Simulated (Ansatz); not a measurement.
`[SH][Hf]([Cl])([Cl])[Cl]` + HBr → `[Cl][Hf]([Cl])([Cl])[Br]` + H₂S  (ligand exchange at the Hf–S bond)

Computed with Ansatz on PBE0-D4/def2-TZVP structures; ΔE is electronic, products minus reactants. CCSD(T)/CBS adds triple-zeta CCSD(T) − MP2 to the extrapolated MP2 energy (def2 sets, frozen cores). This one scheme is used for every species. def2 core potentials past Kr. For Br, Hf outer-core shells are correlated without core-valence functions, which leaves a few kJ/mol of doubt a bond. Scalar relativity is left out up to krypton. Each species was taken in one conformer, which may not be the lowest.

```csv
species,CCSD(T)/CBS(def2) energy (Eh)
`[SH][Hf]([Cl])([Cl])[Cl]`,-1825.89364
HBr,-2573.91920
`[Cl][Hf]([Cl])([Cl])[Br]`,-4000.86634
H₂S,-398.97279
```

Work out ΔE.

ΔE = (-4000.86634) + (-398.97279) − (-1825.89364) − (-2573.91920) = -0.02629 Eh = -69.0 kJ/mol.

Largest T1 diagnostic among the species: 0.014.

From BLYP to BHLYP (50 % exact exchange), in def2-TZVPP and without D4, ΔE moves by −7.3 kJ/mol. In def2-TZVPP, CCSD(T) changes the Hartree–Fock value by +12.2 kJ/mol (the triples alone add +2.1 kJ/mol) and MP2 by +10.8 kJ/mol. Leaving LDA and LC-ωPBE aside and taking each functional with its dispersion term where it has one, the values, not all of them listed here, spread over 10.9 kJ/mol, from BHLYP-D4 to revPBE-D4.
